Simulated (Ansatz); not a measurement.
`[OH][Zr]([OH])([F])[SH]` and `[OH][Zr]([OH])([SH])[SH]` differ in one atom or group.

Ansatz, PBE0-D4/def2-TZVP geometries, multiplicity 1. Each molecule was computed in one conformer, which needn't be the lowest.

Elements past krypton have def2 core potentials.

| property | `[OH][Zr]([OH])([F])[SH]` |
| --- | --- |
| HOMO–LUMO gap (B3LYP/def2-TZVPP) / eV | 6.06 |
| HOMO–LUMO gap (PBE0/def2-TZVPP) / eV | 6.55 |
| HOMO–LUMO gap (ωB97M-V/def2-TZVPP) / eV | 10.00 |
| LUMO energy (B3LYP/def2-TZVPP) / eV | -1.04 |
| size of the dipole moment (PBE/def2-TZVPP) / D | 3.45 |
| HOMO energy (B3LYP/def2-TZVPP) / eV | -7.10 |

**Question.** What does the change do to each property? (Best estimate.)

**Answer.** The calculation gave: 
| property | `[OH][Zr]([OH])([SH])[SH]` | shift |
| --- | --- | --- |
| HOMO–LUMO gap (B3LYP/def2-TZVPP) / eV | 5.50 | -0.56 |
| HOMO–LUMO gap (PBE0/def2-TZVPP) / eV | 5.96 | -0.59 |
| HOMO–LUMO gap (ωB97M-V/def2-TZVPP) / eV | 9.73 | -0.27 |
| LUMO energy (B3LYP/def2-TZVPP) / eV | -1.33 | -0.29 |
| size of the dipole moment (PBE/def2-TZVPP) / D | 3.13 | -0.32 |
| HOMO energy (B3LYP/def2-TZVPP) / eV | -6.84 | 0.26 |

With PBE0 the HOMO rises by 0.26 eV and the LUMO falls by 0.33 eV, so the gap narrows by about 0.59 eV. PBE moves the HOMO by 0.21 eV and ωB97M-V by 0.31 eV. Dipoles are sizes alone; their direction can turn.

B3LYP here is the variant with VWN-RPA as its local correlation; programs differ in this.
